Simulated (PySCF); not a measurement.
This PySCF input asks for the NMR shieldings of `CCCN([SiH3])B(C)C`, C$_{5}$H$_{16}$BNSi; the geometry comes from GFN2-xTB.

```python
import basis_set_exchange as bse
import numpy as np
from pyscf import gto, dft
from pyscf.prop import nmr

atoms = """
C     3.206740    0.484188    0.042168
C     1.856172   -0.183432    0.265129
C     0.807826    0.300814   -0.737172
N    -0.489089   -0.315019   -0.487177
Si   -0.717289   -1.922106   -1.142392
B    -1.441692    0.334409    0.324486
C    -2.809244   -0.401363    0.660683
C    -1.200750    1.808961    0.878438
H     3.942129    0.104569    0.747544
H     3.566013    0.290736   -0.966276
H     3.127090    1.560963    0.175357
H     1.498190    0.027657    1.274944
H     1.954876   -1.267533    0.169795
H     1.143033    0.058117   -1.749871
H     0.715833    1.385606   -0.670440
H    -2.010977   -1.992815   -1.821303
H     0.361472   -2.129581   -2.112141
H    -0.619532   -2.931118   -0.080987
H    -3.327671    0.042070    1.508052
H    -2.676631   -1.459971    0.873641
H    -3.486248   -0.338093   -0.190502
H    -0.310052    1.874573    1.501823
H    -2.036474    2.164034    1.476993
H    -1.065459    2.524097    0.066764
"""
names = dict.fromkeys(["C", "N", "Si", "B", "H"], "pcSseg-1")
basis = {el: gto.basis.parse(bse.get_basis(n, elements=[el], fmt="nwchem")) for el, n in names.items()}
mol = gto.M(atom=atoms, basis=basis, charge=0, verbose=0)
mf = dft.RKS(mol, xc="PBE0")
mf.grids.level = 2
mf.grids.alignment = dft.numint.BLKSIZE   # the property module wants whole blocks of grid points
mf.conv_tol = 1e-9
mf.kernel()

calc = nmr.RKS(mf)   # GIAO
C = mf.mo_coeff
Co = C[:, mf.mo_occ > 0]
resp = mf.gen_response(singlet=True, hermi=2)
def vind(x):   # induced exchange potential for any number of trial vectors
    d = np.einsum("pi,xij,qj->xpq", C, 2 * x.reshape(-1, C.shape[1], Co.shape[1]), Co, optimize=True)
    return np.einsum("xpq,pi,qj->xij", resp(d - d.transpose(0, 2, 1)), C, Co, optimize=True).ravel()
mo1, _ = nmr.rhf.solve_mo1(calc, with_cphf=vind)
sigma = calc.kernel(mo1)
for i, s in enumerate(sigma):   # ppm
    print("%2d %-2s %9.2f" % (i, mol.atom_pure_symbol(i), np.trace(s) / 3))
```

Problem. What does it print?

Solution. 
```
 0 C     173.49
 1 C     154.85
 2 C     128.67
 3 N     149.27
 4 Si    395.95
 5 B      49.69
 6 C     177.51
 7 C     180.45
 8 H      30.53
 9 H      30.96
10 H      30.87
11 H      30.41
12 H      30.17
13 H      28.95
14 H      28.37
15 H      26.91
16 H      27.26
17 H      26.78
18 H      31.02
19 H      31.37
20 H      31.13
21 H      31.24
22 H      31.12
23 H      31.18
```

These numbers come from an equivalent density-fitted implementation of the same equations, which agrees with the script to about 0.01 ppm for H and up to a few tenths of a ppm for heavy atoms, so last digits may differ.

Size and cost of the density-fitted run: 223 basis functions, 82 s wall time on 1 thread of an Arm Neoverse V2, shared host; peak memory 0.94 GiB.
